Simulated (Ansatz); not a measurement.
Geometry optimisation, RKS PBE0-D4/def2-SVP (Ansatz 0.2.0).

Input:

```yaml
crystal:
  periodic: [false, false, false]
  atoms:
    - { symbol: Ga, position_ang: [0.093207, -0.511662, -0.465433] }
    - { symbol: H, position_ang: [-0.135668, 0.020588, 2.242731] }
    - { symbol: H, position_ang: [1.489401, 0.158209, -0.682053] }
    - { symbol: C, position_ang: [-1.718257, -0.047677, -1.023748] }
    - { symbol: H, position_ang: [-2.405497, -0.876731, -0.800026] }
    - { symbol: H, position_ang: [-2.074855, 0.855609, -0.504418] }
    - { symbol: H, position_ang: [-1.746786, 0.156243, -2.105064] }
    - { symbol: F, position_ang: [0.193323, -2.024557, 0.379542] }
    - { symbol: H, position_ang: [-0.028168, -0.641921, 1.980069] }
basis:
  gaussian: { orbitals: def2-SVP }
hamiltonian:
  xc: pbe0
  dispersion: d4
relax:
  f_tol: 0.03
  max_steps: 50
```

Run as:

```bash
$ ansatz run input.yaml --threads 2 --pin off --max-ram 3072MiB --backend cpu --events-out ev --progress --plain --runs-dir out
```

Problem. Where does it end, and by what steps?

Solution. It converged. The force dipped under the threshold on the way, but the program's further checks kept it going. After 15 steps the energy has fallen by 0.091 eV; F8 moved furthest, 0.35 Å.

```csv
step,energy less start (eV),largest force component (eV/Å),accepted
0,0.0000,1.654,yes
1,-0.0760,0.255,yes
2,-0.0737,0.557,no
3,-0.0825,0.162,yes
4,-0.0855,0.155,yes
5,-0.0875,0.195,yes
6,-0.0888,0.099,yes
7,-0.0890,0.092,yes
8,-0.0898,0.025,yes
9,-0.0902,0.032,yes
10,-0.0902,0.082,no
11,-0.0906,0.015,yes
12,-0.0903,0.164,no
13,-0.0911,0.013,yes
14,-0.0910,0.077,no
15,-0.0913,0.008,yes
```

```xyz
9
Properties=species:S:1:pos:R:3
Ga 0.120 -0.544 -0.444
H -0.238 0.130 2.007
H 1.481 0.220 -0.520
C -1.697 -0.043 -0.952
H -2.413 -0.802 -0.605
H -1.970 0.934 -0.525
H -1.776 0.038 -2.047
F 0.299 -2.217 0.108
H -0.140 -0.628 2.001
```

Whether the end is a true minimum wasn't checked by a vibrational analysis.

The run took 26 s on 2 threads of Arm Neoverse V2 (shared host), peak memory 0.18 GiB.
